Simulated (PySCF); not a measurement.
Isomers of C5H6ClF3O.

All values: PBE0/pcSseg-1 (PySCF) at GFN2-xTB geometries, gas phase, one conformer each.

Problem. Rank by the highest IAO charge on any atom, lowest value first.
A. `[CH3:1][CH2:2][C@H:3]([F:4])[C:5]([F:6])([F:7])[C:8](=[O:9])[Cl:10]` with C1–C2–C3–F4 -67°, C2–C3–C5–F6 -73°, C3–C5–C8–O9 73°
B. `[F:1][C:2]([F:3])([F:4])[O:5][C:6]1([CH2:7][Cl:8])[CH2:9][CH2:10]1` with C2–O5–C6–C7 71°, O5–C6–C7–Cl8 67°
C. `[CH3:1][C@H:2]([CH2:3][C:4](=[O:5])[Cl:6])[C:7]([F:8])([F:9])[F:10]` with C1–C2–C3–C4 65°, C2–C3–C4–O5 -123°
D. `[F:1][C:2]([F:3])([F:4])[CH2:5][O:6][C@@H:7]1[CH2:8][C@H:9]1[Cl:10]` with C2–C5–O6–C7 -71°, C5–O6–C7–C8 166°

Solution. A (+0.513 e), D (+0.791 e), C (+0.806 e), B (+0.947 e).

Problem. Rank by dipole moment, lowest first.
A. `[CH3:1][C@H:2]([CH2:3][C:4](=[O:5])[Cl:6])[C:7]([F:8])([F:9])[F:10]` with C1–C2–C3–C4 65°, C2–C3–C4–O5 -123°
B. `[CH3:1][C@@H:2]([CH2:3][C:4]([F:5])([F:6])[F:7])[C:8](=[O:9])[Cl:10]` with C1–C2–C3–C4 -161°, C1–C2–C8–O9 -94°
C. `[F:1][C:2]([F:3])([F:4])[O:5][C:6]1([CH2:7][Cl:8])[CH2:9][CH2:10]1` with C2–O5–C6–C7 71°, O5–C6–C7–Cl8 67°
D. `[CH3:1][CH2:2][C@H:3]([F:4])[C:5]([F:6])([F:7])[C:8](=[O:9])[Cl:10]` with C1–C2–C3–F4 -67°, C2–C3–C5–F6 -73°, C3–C5–C8–O9 73°

Solution. A (0.81 D), D (2.56 D), C (3.47 D), B (3.64 D).

Problem. Rank by LUMO energy, highest first.
A. `[CH3:1][CH2:2][C@H:3]([F:4])[C:5]([F:6])([F:7])[C:8](=[O:9])[Cl:10]` with C1–C2–C3–F4 -67°, C2–C3–C5–F6 -73°, C3–C5–C8–O9 73°
B. `[F:1][C:2]([F:3])([F:4])[CH2:5][O:6][C@@H:7]1[CH2:8][C@H:9]1[Cl:10]` with C2–C5–O6–C7 -71°, C5–O6–C7–C8 166°
C. `[CH3:1][C@@H:2]([CH2:3][C:4]([F:5])([F:6])[F:7])[C:8](=[O:9])[Cl:10]` with C1–C2–C3–C4 -161°, C1–C2–C8–O9 -94°
D. `[CH3:1][C@H:2]([CH2:3][C:4](=[O:5])[Cl:6])[C:7]([F:8])([F:9])[F:10]` with C1–C2–C3–C4 65°, C2–C3–C4–O5 -123°

Solution. B (0.66 eV), C (-1.25 eV), D (-1.39 eV), A (-1.92 eV).

All values together:

| SMILES | μ (D) | HOMO (eV) | LUMO (eV) | lowest IAO charge (e) | highest IAO charge (e) | lowest Hirshfeld charge (e) | highest Hirshfeld charge (e) |
| --- | --- | --- | --- | --- | --- | --- | --- |
| C[C@H](CC(=O)Cl)C(F)(F)F | 0.81 | -8.86 | -1.39 | -0.429 (C) | +0.806 (C) | -0.192 (O) | +0.265 (C) |
| C[C@@H](CC(F)(F)F)C(=O)Cl | 3.64 | -8.77 | -1.25 | -0.413 (C) | +0.810 (C) | -0.191 (O) | +0.262 (C) |
| FC(F)(F)CO[C@@H]1C[C@H]1Cl | 2.49 | -7.61 | 0.66 | -0.366 (O) | +0.791 (C) | -0.128 (O) | +0.256 (C) |
| FC(F)(F)OC1(CCl)CC1 | 3.47 | -8.61 | 0.56 | -0.345 (O) | +0.947 (C) | -0.124 (O) | +0.313 (C) |
| CC[C@H](F)C(F)(F)C(=O)Cl | 2.56 | -8.99 | -1.92 | -0.420 (C) | +0.513 (C) | -0.184 (O) | +0.170 (C) |

Conformers: `[CH3:1][C@H:2]([CH2:3][C:4](=[O:5])[Cl:6])[C:7]([F:8])([F:9])[F:10]` with C1–C2–C3–C4 65°, C2–C3–C4–O5 -123°; `[CH3:1][C@@H:2]([CH2:3][C:4]([F:5])([F:6])[F:7])[C:8](=[O:9])[Cl:10]` with C1–C2–C3–C4 -161°, C1–C2–C8–O9 -94°; `[F:1][C:2]([F:3])([F:4])[CH2:5][O:6][C@@H:7]1[CH2:8][C@H:9]1[Cl:10]` with C2–C5–O6–C7 -71°, C5–O6–C7–C8 166°; `[F:1][C:2]([F:3])([F:4])[O:5][C:6]1([CH2:7][Cl:8])[CH2:9][CH2:10]1` with C2–O5–C6–C7 71°, O5–C6–C7–Cl8 67°; `[CH3:1][CH2:2][C@H:3]([F:4])[C:5]([F:6])([F:7])[C:8](=[O:9])[Cl:10]` with C1–C2–C3–F4 -67°, C2–C3–C5–F6 -73°, C3–C5–C8–O9 73°.
